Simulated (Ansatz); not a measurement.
One change: `[CH3][Al]([GaH2])[Br]` becomes `[CH3][AlH][Br]`.

Ansatz, PBE0-D4/def2-TZVP geometries, multiplicity 1. 

Scalar relativity is left out up to krypton. Spin–orbit coupling is left out; it splits and shifts lone-pair levels of the heavy atoms by tenths of an eV.

```csv
property,`[CH3][Al]([GaH2])[Br]`
HOMO–LUMO gap (ωB97M-V/def2-TZVPP) / eV,8.44
HOMO energy (PBE0/def2-TZVPP) / eV,-6.99
HOMO–LUMO gap (B3LYP/def2-TZVPP) / eV,4.36
HOMO energy (ωB97M-V/def2-TZVPP) / eV,-8.95
LUMO energy (PBE0/def2-TZVPP) / eV,-2.21
HOMO energy (PBE/def2-TZVPP) / eV,-5.95
```

(1) Give the same properties after the change, and the shifts. (Estimate.)

Results:

(1) Ansatz gave: 
```tsv
property	`[CH3][AlH][Br]`	shift
HOMO–LUMO gap (ωB97M-V/def2-TZVPP) / eV	10.56	2.12
HOMO energy (PBE0/def2-TZVPP) / eV	-8.01	-1.02
HOMO–LUMO gap (B3LYP/def2-TZVPP) / eV	6.32	1.96
HOMO energy (ωB97M-V/def2-TZVPP) / eV	-10.20	-1.25
LUMO energy (PBE0/def2-TZVPP) / eV	-1.26	0.95
HOMO energy (PBE/def2-TZVPP) / eV	-6.76	-0.81
```

With PBE0 the HOMO falls by 1.02 eV and the LUMO rises by 0.95 eV, so the gap widens by about 1.97 eV. PBE moves the HOMO by -0.81 eV and ωB97M-V by -1.25 eV.

B3LYP here is the variant with VWN-RPA as its local correlation; programs differ in this.
